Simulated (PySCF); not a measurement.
# CeH₃⁺, singlet: structure and spectrum

Method: PBE0 in PySCF with Ce def2-TZVP with ECP28, H def2-TZVP; scalar-relativistic core potentials, no spin–orbit coupling; density-fitted integrals.

The structure is a minimum.

```json
{
 "Point group": "C3v",
 "Bond lengths": "Ce–H 1.901 Å (×3)",
 "Bond angles": "H–Ce–H 109.9° (×3)",
 "Heat capacity Cp at 298.15 K": "50.7 J/(mol K)",
 "Principal polarisabilities": "25.0, 52.3, 52.3 bohr³",
 "Lowest empty level": "-9.49 eV",
 "Enthalpy at 298.15 K above 0 K": "12.11 kJ/mol",
 "Rotational constants": "2.8, 2.8, 1.727 cm⁻¹",
 "Dipole moment about the centre of mass": "2.57 D",
 "Highest occupied level": "-13.58 eV",
 "Principal quadrupole moments (Buckingham, traceless) about the centre of mass": "-3.15, -3.15, 6.29 D Å",
 "Entropy at 298.15 K and 1 bar": "245.6 J/(mol K)",
 "Rotational symmetry number": "3",
 "Zero-point energy": "36.9 kJ/mol"
}
```

Harmonic modes (masses in u: Ce 139.905, H 1.008):
| symmetry | ω (cm⁻¹) | IR (km/mol, summed over degenerate members) | μ (u) |
| --- | --- | --- | --- |
| a1 | 288 | 180 | 1.03 |
| e | 541 | 95.9 | 1.02 |
| e | 1599 | 872 | 1.02 |
| a1 | 1600 | 52.1 | 1.01 |

In C3v the vibrations span 2a1 + 2e.

Charges (e):
```tsv
atom	Mulliken	Löwdin	polar tensor	Mayer order to Ce1
Ce1	1.13	1.13	2.04	–
H2,3,4	-0.04	-0.04	-0.35	0.99
```

Mulliken populations on Ce1 (electrons outside its core potential): s 4.31, p 12.10, d 11.60, f 0.86.

Formally Ce is in oxidation state +4, with 0 electrons left for the f, d and s shells; the Mulliken f population is 0.86.

Only a few start shapes were tried, so a lower isomer may exist.

The final relaxation and frequency run took of the order of 100 core-seconds on a shared host.
